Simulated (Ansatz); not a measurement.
Reaction (substitution at a C–Si bond): `C[SiH]1SS1` + `COB(O)OC` → `COB(OC)OC` + `[SiH2]1SS1`

Program: Ansatz. Geometries: PBE0-D4/def2-TZVP. ΔE: electronic, gas phase. CCSD(T)/CBS adds triple-zeta CCSD(T) − MP2 to the extrapolated MP2 energy (def2 sets, frozen cores). This one scheme is used for every species. Functionals use def2-TZVPP. Each species was taken in one conformer, which may not be the lowest.

```
             level  ΔE (kcal/mol)  difference from CCSD(T)/CBS
       LDA (SPW92)           26.2                          0.1
        r2SCAN0-D4           26.7                          0.6
            revPBE           25.7                         -0.4
            r2SCAN           26.4                          0.3
           r2SCAN0           26.7                          0.6
RPA@PBE/def2-TZVPP           22.7                         -3.4
     CCSD/def2-SVP           21.3                         -4.8
   CCSD/def2-TZVPP           25.1                         -1.0
    MP2/def2-QZVPP           27.8                          1.7
     MP2/CBS(def2)           28.2                          2.1
       CCSD(T)/CBS           26.1                            0
```

Largest T1 diagnostic among the species: 0.013.

At CCSD(T), def2-SVP lies −4.8 kcal/mol from the extrapolated value and def2-TZVPP −0.7 kcal/mol. Leaving LDA and LC-ωPBE aside and taking each functional with its dispersion term where it has one, the values, not all of them listed here, spread over 2.8 kcal/mol, from BLYP-D4 to PBE-QIDH.
